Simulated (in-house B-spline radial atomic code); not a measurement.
A calculation on Pt6+: its settings, and results tabulated from the run. Method: scalar-relativistic (X2C) r2SCAN0, spin-polarised, spherical fractional occupations, Fermi nucleus of rms radius 5.427 fm. Calculated with an all-electron radial atomic-structure program (B-spline basis).

Command:
```bash
python run_scf.py task.json out
```
Settings (nuclear radius in fm, mass in u):
```
Z                78
configuration    [Xe] 4f14 5d4
hamiltonian      x2c
method           r2scan0
spin_polarised   True
nucleus          fermi
rms_radius       5.427
atomic_mass      194.96479
speed_of_light   137.035999084
```

Output (hartree, bohr):
```
 radial grid: 67 intervals, B-splines of order 8, outer radius 21.6418 bohr

 iter        energy (Eh)    residual
    1      -18406.984576    1.88e-01
    2      -18407.002369    5.27e-03
    3      -18407.002684    1.71e-03
    4      -18407.002693    7.38e-04
    5      -18407.002695    7.92e-05
    6      -18407.002695    1.88e-05
    7      -18407.002695    1.31e-05
    8      -18407.002695    6.30e-07

 total energy                    -18407.00269
 kinetic                           21068.6849
 electron-nucleus                 -46077.2606
 Hartree                            6959.9400
 exact exchange                      -88.2529
 exchange-correlation               -270.1140

 orbital      occ     eigenvalue          <r>       <r^2>       <1/r>       r_max
 1s up      1.000     -2883.5050    0.0163157 0.000375355     104.093     0.00964
 1s down    1.000     -2883.5059    0.0163156 0.000375355     104.093     0.00964
 2s up      1.000      -511.2815     0.071489  0.00611476     24.4429     0.06102
 2s down    1.000      -511.2584    0.0714879  0.00611461     24.4435     0.06102
 2p up      3.000      -445.2861    0.0646184   0.0051222     19.9738     0.04994
 2p down    3.000      -445.2664    0.0646169  0.00512198     19.9742     0.04994
 3s up      1.000      -123.4925     0.186333   0.0398621     8.78759      0.1726
 3s down    1.000      -123.4886     0.186326   0.0398579     8.78765      0.1726
 3p up      3.000      -104.0260     0.187166   0.0407454     7.60349      0.1713
 3p down    3.000      -104.0203     0.187156     0.04074     7.60359      0.1713
 3d up      5.000       -82.0144     0.170432   0.0340315     7.03782      0.1398
 3d down    5.000       -81.9985     0.170442   0.0340349     7.03726      0.1399
 4s up      1.000       -29.5658     0.414969    0.194488     3.64584      0.3904
 4s down    1.000       -29.5450     0.415108    0.194602     3.64368      0.3905
 4p up      3.000       -23.0962     0.440446    0.220674     3.19768      0.4094
 4p down    3.000       -23.0768     0.440553    0.220737      3.1959      0.4095
 4d up      5.000       -14.9628     0.467963    0.253241      2.8324      0.4186
 4d down    5.000       -14.9368     0.467983     0.25315     2.83119      0.4188
 5s up      1.000        -7.1562     0.946802     1.00254     1.45144      0.8708
 5s down    1.000        -7.0081      0.93838    0.984978     1.46947      0.8658
 5p up      3.000        -5.3847      1.06762     1.27884     1.23998      0.9688
 5p down    3.000        -5.1877       1.0573     1.25521     1.25654      0.9612
 4f up      7.000        -6.0124     0.513803    0.320351     2.39338      0.3862
 4f down    7.000        -5.9836     0.510724    0.315436     2.40164      0.3861
 5d up      4.000        -3.1830      1.33382     2.01401    0.965612       1.173
```

Cost of the run: 0.58 s on 1 thread of Arm Neoverse V2, on a shared host.

Caution: exact exchange at fractional occupations of open shells leaves self-interaction of up to several eV.

One-electron X2C: radii and densities carry no picture-change correction, so inner-shell <1/r> comes out high (for 1s by about 2 % at Z = 33, 5 % at 54, 10 % at 75, 30 % at 118) and <r> low.
